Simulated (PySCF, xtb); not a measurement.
InBr₂, SMILES [Br][In+][Br], charge +1.

GFN2-xTB run with xtb at its own geometry gives an orbital gap of 1.45 eV.

Geometry: B3LYP-D3(BJ)/def2-SVP. The spin state was assumed, not searched. The isomer is the one that the SMILES or the coordinates give; other isomers of the formula were not compared. The def2 effective core potentials stand for the cores of In; spin–orbit coupling is left out.

Task: What does PySCF with ωB97X/def2-TZVPD give? (The exact figures need the calculation; the answer reports its results.)

Result: gap 9.25 eV (levels -16.43 and -7.18 eV).
